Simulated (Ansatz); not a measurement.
Isolated molecules relaxed with PBE0-D4/def2-TZVP in Ansatz; ΔE leaves out vibrations. CCSD(T)/CBS is the MP2 limit (def2-TZVPP, def2-QZVPP) plus CCSD(T) − MP2 in def2-TZVPP, frozen cores. DFT in def2-TZVPP. B3LYP here is the variant with VWN-RPA as its local correlation; programs differ in this. Each species was taken in one conformer, which may not be the lowest.

Reaction (isomerisation): `O[SiH]1CS1` → `S[SiH]1CO1`

CCSD(T)/CBS gives +1.22 eV.

**Question.** Another level gave +1.23 eV. Which?
A. B3LYP/def2-TZVPP
B. HF/def2-TZVPP
C. BLYP-D4/def2-TZVPP
D. CCSD/def2-TZVPP

**Answer.** B. HF/def2-TZVPP 1.23, CCSD/def2-TZVPP 1.18, BLYP-D4 1.07, B3LYP 1.12 eV.

Largest T1 diagnostic among the species: 0.013.

At CCSD(T), def2-SVP lies −0.14 eV from the extrapolated value and def2-TZVPP −0.04 eV. From PBE to PBE0 (25 % exact exchange), in def2-TZVPP and without D4, ΔE moves by +0.08 eV.
